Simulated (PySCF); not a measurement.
Isomers of C7H10N2O, one GFN2-xTB conformer each. Single-point energies are computed at PBE0/pcSseg-1 (PySCF, gas phase, no added dispersion term), electronic only.

Question: Rank them by PBE0/pcSseg-1 energy, lowest first (kJ/mol).
A. `[CH3:1][O:2][c:3]1[cH:4][cH:5][n:6][n:7]1[CH:8]1[CH2:9][CH2:10]1` with C1–O2–C3–C4 1°, N6–N7–C8–C9 -33°
B. `[CH3:1][CH2:2][c:3]1[cH:4][n:5][cH:6][c:7]([CH2:8][OH:9])[n:10]1` with C1–C2–C3–C4 85°, C6–C7–C8–O9 -179°, C7–C8–O9–H -1°
C. `[CH3:1][CH2:2][c:3]1[n:4][n:5][c:6]([CH:7]2[CH2:8][CH2:9]2)[o:10]1` with C1–C2–C3–N4 -7°, N5–C6–C7–C8 -40°
D. `[CH3:1][CH2:2][c:3]1[cH:4][c:5]([CH:6]=[O:7])[n:8][n:9]1[CH3:10]` with C1–C2–C3–C4 1°, C4–C5–C6–O7 0°

Answer: B (0.0), D (14.8), C (90.0), A (147.9).

As drawn, the lowest has an O–H bond, which the highest lacks; the highest has a three-membered ring and an N–N linkage, which the lowest lacks. GFN2-xTB itself gives, in the same order: 0.0, 3.9, 8.3, 38.0. Both levels put the same isomer lowest; measured from each level's own lowest isomer, the values differ by up to 109.9 kJ/mol (COc1ccnn1C1CC1: 38.0 against 147.9).

Question: Which frontier levels, dipoles and rotational constants go with these structures?

Answer: 
| SMILES | HOMO (eV, PBE0/pcSseg-1) | LUMO (eV) | dipole (D) | A, B, C (MHz) |
| --- | --- | --- | --- | --- |
| CCc1cncc(CO)n1 | -7.38 | -1.50 | 2.06 | 1960, 1050, 727.1 |
| CCc1cc(C=O)nn1C | -7.21 | -1.13 | 6.01 | 2083, 951.7, 661.3 |
| CCc1nnc(C2CC2)o1 | -7.15 | -0.08 | 3.20 | 5213, 678.9, 635.2 |
| COc1ccnn1C1CC1 | -6.34 | 0.89 | 2.82 | 2315, 1078, 784.5 |
